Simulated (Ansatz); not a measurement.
One change: `C[Se][Al]([F])[Cl]` becomes `C[Se][Al]([F])[F]`.

Ansatz, PBE0-D4/def2-TZVP geometries, multiplicity 1. Each molecule was computed in one conformer, which needn't be the lowest.

Scalar relativity is left out up to krypton.

```csv
property,`C[Se][Al]([F])[Cl]`
HOMO–LUMO gap (B3LYP/def2-TZVPP) / eV,5.80
HOMO energy (PBE/def2-TZVPP) / eV,-6.16
size of the dipole moment (PBE/def2-TZVPP) / D,2.36
HOMO–LUMO gap (ωB97M-V/def2-TZVPP) / eV,10.09
HOMO energy (PBE0/def2-TZVPP) / eV,-7.29
size of the dipole moment (B3LYP/def2-TZVPP) / D,2.35
```

Problem. What does the change do to each property? (Estimate.)

Solution. Ansatz gave: 
```json
{"property": "HOMO–LUMO gap (B3LYP/def2-TZVPP) / eV", "`C[Se][Al]([F])[F]`": "5.75", "shift": "-0.05"}
{"property": "HOMO energy (PBE/def2-TZVPP) / eV", "`C[Se][Al]([F])[F]`": "-6.18", "shift": "-0.02"}
{"property": "size of the dipole moment (PBE/def2-TZVPP) / D", "`C[Se][Al]([F])[F]`": "2.29", "shift": "-0.07"}
{"property": "HOMO–LUMO gap (ωB97M-V/def2-TZVPP) / eV", "`C[Se][Al]([F])[F]`": "10.05", "shift": "-0.04"}
{"property": "HOMO energy (PBE0/def2-TZVPP) / eV", "`C[Se][Al]([F])[F]`": "-7.31", "shift": "-0.02"}
{"property": "size of the dipole moment (B3LYP/def2-TZVPP) / D", "`C[Se][Al]([F])[F]`": "2.28", "shift": "-0.07"}
```

Dipoles are sizes alone; their direction can turn.

B3LYP here is the variant with VWN-RPA as its local correlation; programs differ in this.
